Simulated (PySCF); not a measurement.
CH7AlO2Si, SMILES C[O][AlH][O][SiH3]. Coordinates come from a PBE-D3(BJ)/def2-SVP optimisation. The values are those of a single conformer.

Computed equilibrium geometry at PBE-D3(BJ)/def2-SVP (PySCF confirms it by a frequency run) as Cartesian coordinates in Å, and its point group (one conformer of several):
point group Cs.
```xyz
12

Al     1.1109    -0.6817     0.0000
H      2.6650    -0.9407     0.0000
O      0.0828    -2.0424     0.0000
C     -1.2926    -2.3142     0.0000
H     -1.5728    -2.9131    -0.8960
H     -1.9231    -1.3942     0.0000
H     -1.5728    -2.9131     0.8960
O      0.4781     0.9080     0.0000
Si    -0.4635     2.2757     0.0000
H     -0.1763     3.1034     1.2241
H     -0.1763     3.1034    -1.2241
H     -1.9286     1.9175     0.0000
```
